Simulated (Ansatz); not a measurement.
`CC(C)=C[SiH3]` → `C[SiH]1CCC1`  (isomerisation)

Program: Ansatz. Geometries: PBE0-D4/def2-TZVP. ΔE: electronic, gas phase. CBS: MP2 limit from def2 TZ/QZ plus the TZ coupled-cluster correction, frozen cores. DFT in def2-TZVPP. B3LYP here is the variant with VWN-RPA as its local correlation; programs differ in this.

| level | ΔE (kJ/mol) | difference from CCSD(T)/CBS |
| --- | --- | --- |
| PBE-D4 | -52.0 | -4.8 |
| r2SCAN-D4 | -50.5 | -3.3 |
| PBE0-D4 | -59.9 | -12.7 |
| B3LYP-D4 | -33.8 | 13.4 |
| ωB97X-V | -55.8 | -8.6 |
| ωB97M-V | -54.7 | -7.5 |
| B2PLYP | -40.1 | 7.1 |
| PBE | -52.0 | -4.8 |
| r2SCAN | -50.8 | -3.6 |
| PBE0 | -60.0 | -12.8 |
| B3LYP | -33.8 | 13.4 |
| HF/def2-TZVPP | -22.7 | 24.5 |
| MP2/def2-TZVPP | -55.2 | -8.0 |
| SCS-MP2/def2-TZVPP | -44.9 | 2.3 |
| CCSD/def2-TZVPP | -45.8 | 1.4 |
| CCSD(T)/def2-TZVPP | -45.1 | 2.1 |
| HF/def2-QZVPP | -22.5 | 24.7 |
| MP2/def2-QZVPP | -56.3 | -9.1 |
| SCS-MP2/def2-QZVPP | -46.2 | 1.0 |
| HF/CBS(def2) | -22.5 | 24.7 |
| MP2/CBS(def2) | -57.3 | -10.1 |
| CCSD/CBS(def2) | -47.9 | -0.7 |
| CCSD(T)/CBS | -47.2 | 0 |

Largest T1 diagnostic among the species: 0.011.

In def2-TZVPP, CCSD(T) changes the Hartree–Fock value by −22.4 kJ/mol (the triples alone add +0.7 kJ/mol) and MP2 by −32.5 kJ/mol. From PBE to PBE0 (25 % exact exchange), in def2-TZVPP and without D4, ΔE moves by −8.0 kJ/mol.

CCSD(T)/CBS has its own doubt, a few kJ/mol and more with outer-core shells, so smaller differences from it don't rank the levels.
